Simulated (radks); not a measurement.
The numbers below are computed, except where a source is named.
Ionisation of the gadolinium ion Gd+, [Xe] 4f7 5d1 6s1, to Gd2+, [Xe] 4f7 5d1, under several functionals. Dirac Kohn-Sham, spin-unpolarised, spherical densities, finite nucleus; open shells fill j = l - 1/2 first; a radial shooting solver on a logarithmic mesh with Libxc functionals.

functional                                      E(Gd+) (hartree)  Exc (hartree)  IE (eV)  -e(HOMO) (eV)  <r> HOMO (bohr)  IE error (eV)
AM05                                                 -11271.7952      -242.3090   11.976          8.521            2.521         -0.100
revPBE                                               -11279.3701      -249.9580   11.924          8.452            2.525         -0.152
PBE                                                  -11279.0737      -249.6575   12.065          8.530            2.529         -0.011
Wu-Cohen GGA                                         -11278.1136      -248.6916   11.948          8.557            2.519         -0.128
LDA (Slater exchange, Perdew-Wang correlation)       -11271.5021      -242.0115   12.334          8.772            2.526         +0.258
PW91                                                 -11280.3846      -250.9868   12.089          8.584            2.526         +0.013

NIST Atomic Spectra Database: 12.08 eV (semi-empirical). Closest: PBE. The Delta-SCF values span 0.41 eV, the total energies 8.88 hartree. The highest occupied level is 5d3/2. Spin polarisation and multiplet splitting are left out, so open shells lie too high by an amount that depends on their filling.

Beside tabulated values, note that spin-unpolarised runs miss the spin-polarisation part of the exchange energy of open shells.
